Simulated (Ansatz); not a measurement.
**Which isomer of ClFH3InSi gives these data?**

These gas-phase data were calculated for one isomer of ClFH3InSi at r2SCAN-D4/def2-SVP (harmonic, unscaled wavenumbers; equilibrium rotational constants with average atomic masses):

| Quantity | Value |
| --- | --- |
| rotational constants | 5.008, 1.068, 0.8896 GHz |
| all wavenumbers above 1500 cm⁻¹ | 2232, 2218, 1806 |
| dipole moment | 1.86 D (PBE0/def2-TZVPD) |

Candidates:

(1) `F[SiH2][InH][Cl]`, a singlet
(2) `F[Si@H](Cl)[InH2]`, a singlet

Which structure fits?

Candidate (1). 2 modes lie between 2000 and 2380 cm⁻¹, one for each Si–H bond, while (2) has 1.

The same quantities for all candidates:

```
     rotational constants (GHz)  wavenumbers above 1500 cm⁻¹  dipole (D)  E above the lowest, r2SCAN-D4/def2-SVP (kcal/mol)
(1)        5.008, 1.068, 0.8896             2232, 2218, 1806        1.86                                                0.0
(2)         3.641, 1.06, 0.8732             2221, 1794, 1782        2.02                                                8.7
```

Each candidate is one conformer. Atoms past krypton carry core potentials. Programs: Ansatz 0.2.0.
